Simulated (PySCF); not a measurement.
Sn(OMe)2 (C₂H₆O₂Sn), SMILES C[O][Sn][O]C (connectivity only; charge and spin as stated), neutral, multiplicity 1.

Coordinates come from a PBE-D3(BJ)/def2-SVP optimisation. The structure was generated by enumeration; whether it is a known compound was not checked. The def2 effective core potentials stand for the cores of Sn; spin–orbit coupling is left out. The values are those of a single conformer.

Calculation: PBE-D3(BJ)/def2-SVP in PySCF.

Frequencies are harmonic and unscaled.

**Question.** Estimate the vibrational spectrum. (Estimate from the structure and the level; the computed values follow.)

**Answer.** 
| mode | ν (cm⁻¹) | IR (km/mol) | moving atoms (share of kinetic energy) |
|---|---|---|---|
| 1 | 62 | 0.1 | H 99 % |
| 2 | 62 | 0.1 | O 51 %, H 27 %, C 22 % |
| 3 | 95 | 0.4 | H 62 %, C 33 % |
| 4 | 131 | 7.3 | O 44 %, C 32 %, H 23 % |
| 5 | 145 | 23.6 | O 69 %, H 15 %, C 9 % |
| 6 | 154 | 1.5 | H 54 %, C 32 %, O 10 % |
| 7 | 262 | 11.8 | O 50 %, C 20 %, H 17 %, Sn 14 % |
| 8 | 464 | 87.3 | O 57 %, Sn 19 %, C 17 % |
| 9 | 471 | 17.0 | O 59 %, C 20 %, Sn 14 % |
| 10 | 1089 | 104.7 | O 47 %, C 45 % |
| 11 | 1109 | 230.0 | O 38 %, C 36 %, H 25 % |
| 12 | 1118 | 1.6 | H 76 %, C 19 % |
| 13 | 1123 | 2.1 | H 76 %, C 19 % |
| 14 | 1141 | 7.0 | H 70 %, C 21 %, O 9 % |
| 15 | 1142 | 76.7 | H 54 %, C 25 %, O 21 % |
| 16 | 1405 | 1.0 | H 96 % |
| 17 | 1409 | 37.2 | H 89 %, C 9 % |
| 18 | 1415 | 0.6 | H 96 % |
| 19 | 1417 | 24.6 | H 93 % |
| 20 | 1423 | 13.0 | H 96 % |
| 21 | 1429 | 31.9 | H 92 % |
| 22 | 2890 | 44.4 | H 98 % |
| 23 | 2898 | 201.6 | H 97 % |
| 24 | 2960 | 2.7 | H 91 %, C 9 % |
| 25 | 2964 | 98.1 | H 91 %, C 9 % |
| 26 | 2973 | 102.5 | H 90 %, C 10 % |
| 27 | 2978 | 2.3 | H 90 %, C 10 % |
